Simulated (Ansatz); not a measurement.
`O[Si]Br` + H–F → `F[Si]Br` + H₂O at 500 K and 1 bar (ligand exchange at the Si–O bond).

Isolated molecules relaxed with PBE0-D4/def2-TZVP in Ansatz; ΔE leaves out vibrations. CCSD(T)/CBS is the MP2 limit (def2-TZVPP, def2-QZVPP) plus CCSD(T) − MP2 in def2-TZVPP, frozen cores. This one scheme is used for every species. For Br outer-core shells are correlated without core-valence functions, which leaves a few kJ/mol of doubt a bond. Scalar relativity is left out up to krypton. One conformer a species, not always the lowest.

```json
{"species": "`O[Si]Br`", "CCSD(T)/CBS energy (Eh)": "-2938.23569", "H − E (kJ/mol)": "65.4", "S (J/(mol·K))": "323.3"}
{"species": "H–F", "CCSD(T)/CBS energy (Eh)": "-100.39570", "H − E (kJ/mol)": "39.4", "S (J/(mol·K))": "188.7"}
{"species": "`F[Si]Br`", "CCSD(T)/CBS energy (Eh)": "-2962.26094", "H − E (kJ/mol)": "31.7", "S (J/(mol·K))": "314.0"}
{"species": "H₂O", "CCSD(T)/CBS energy (Eh)": "-76.37941", "H − E (kJ/mol)": "73.2", "S (J/(mol·K))": "206.3"}
```

H − E and S are ideal-gas, rigid-rotor, harmonic terms from PBE0-D4/def2-TZVP, for one conformer and one mirror image of each species. 1 Eh = 2625.50 kJ/mol, R = 8.31446 J/(mol·K).

Problem. By hand: ΔE, ΔH, ΔS and ΔG.

Solution. ΔE = (-2962.26094) + (-76.37941) − (-2938.23569) − (-100.39570) = -0.00896 Eh = -23.5 kJ/mol. Δ(H − E) = 31.7 + 73.2 − 65.4 − 39.4 = 0.1, so ΔH = -23.4 kJ/mol. ΔS = 314.0 + 206.3 − 323.3 − 188.7 = 8.3 J/(mol·K). ΔG = -23.4 − 500 × (8.3)/1000 = -27.5 kJ/mol.

Problem. By hand: the equilibrium constant, and the temperature at which ΔG would vanish if ΔH and ΔS stayed fixed.

Solution. log₁₀ K = −ΔG/(RT ln 10) = 2.9. ΔH and −TΔS have one sign here, so there is no such temperature.

The number of gas molecules stays the same, so ΔS is small and ΔH decides. A doubt of 5 kJ/mol in ΔE shifts log₁₀ K by 0.5 here. Other conformers and mirror images would add mixing entropy, several J/(mol·K) or more a flexible species. These are equilibria of isolated gas molecules and say nothing of rates. Largest T1 diagnostic: 0.012 (customary marks: 0.02 for closed shells, 0.045 for open ones).

ΔS is within the doubt of such terms, so its sign, and with it that verdict, could turn.
